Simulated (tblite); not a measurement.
Compound: C6H11O (doublet state).
SMILES with atom numbers: `[CH3:1][C@@H:2]1[CH2:3][CH2:4][CH2:5][C@H:6]1[O:7]` (hydrogens: H8, H9, H10 on C1; H11 on C2; H12, H13 on C3; H14, H15 on C4; H16, H17 on C5; H18 on C6)

Cartesian coordinates in Å at the GFN2-xTB level; atoms count from 1:
```
atom  x, y, z in Å
C1     2.1084   -0.3698   -0.2783
C2     0.6664   -0.4496    0.1612
C3    -0.3575   -0.6868   -0.9338
C4    -1.6961   -0.3398   -0.2820
C5    -1.3991    0.8675    0.6135
C6     0.1361    0.9367    0.8098
O7     0.5890    1.0984    2.0128
H8     2.7339   -0.0374    0.5467
H9     2.2281    0.3199   -1.1119
H10    2.4511   -1.3556   -0.5912
H11    0.5522   -1.1839    0.9619
H12   -0.3243   -1.7185   -1.2860
H13   -0.1583   -0.0249   -1.7790
H14   -2.4682   -0.1259   -1.0200
H15   -2.0321   -1.1816    0.3243
H16   -1.7334    1.7989    0.1547
H17   -1.8826    0.7823    1.5858
H18    0.5773    1.6765    0.0998
```

The geometry is computed with GFN2-xTB (gas phase). This method treats the open shell by occupation alone, without spin polarisation.

Take the most abundant isotopes and a rigid rotor. The values belong to one conformer with, in the numbering `[CH3:1][C@@H:2]1[CH2:3][CH2:4][CH2:5][C@H:6]1[O:7]`, C1–C2–C3–C4 -165°, C2–C3–C4–C5 38°, C3–C4–C5–C6 -17°, C4–C5–C6–O7 -132°.

Problem. Give the principal moments of inertia and the rotational constants in GHz.

Solution. Ia = 151.72, Ib = 177.14, Ic = 298.14 u·Å²; 505379 MHz·u·Å²/I gives 3331, 2853 and 1695 MHz, that is A = 3.3309, B = 2.8530, C = 1.6951 GHz.

Problem. Classify the top.

Solution. An asymmetric top; Ray's κ = 0.416.

Problem. What does the inertial defect say?

Solution. Not planar: Δ = Ic − Ia − Ib = -30.72 u·Å². For a rigid frame Δ = −2 Σ m c², so Σ m c² = 15.36 u·Å² lies off the ab plane: 10.50 from hydrogen and 4.86 from heavier atoms. The atom farthest from that plane is 1.40 Å away.

Problem. Give the other two planar moments, Paa and Pbb, and the rms extents of the mass along the axes.

Solution. Paa = Σ m a² = (Ib + Ic − Ia)/2 = 161.78 and Pbb = Σ m b² = (Ia + Ic − Ib)/2 = 136.36 u·Å². With the mass M = 99.08 u, the rms extents √(P/M) along a, b and c are 1.28, 1.17, 0.39 Å.

Problem. Estimate the classical rotational partition function at 10 K, 25 K and 50 K.

Solution. Point group C1, symmetry number σ = 1; q = (√π/σ)·√((kT/h)³/(ABC)), k/h = 20836.6 MHz/K: 1330 at 10 K, 5250 at 25 K, 14900 at 50 K.

For this open shell read J as N, the rotation without spin; fine and hyperfine splittings come on top. Its GFN2-xTB frequencies are all real (lowest 59 cm⁻¹). These are rigid-rotor constants of the computed structure; measured ground-state constants (B0) also hold zero-point vibration.
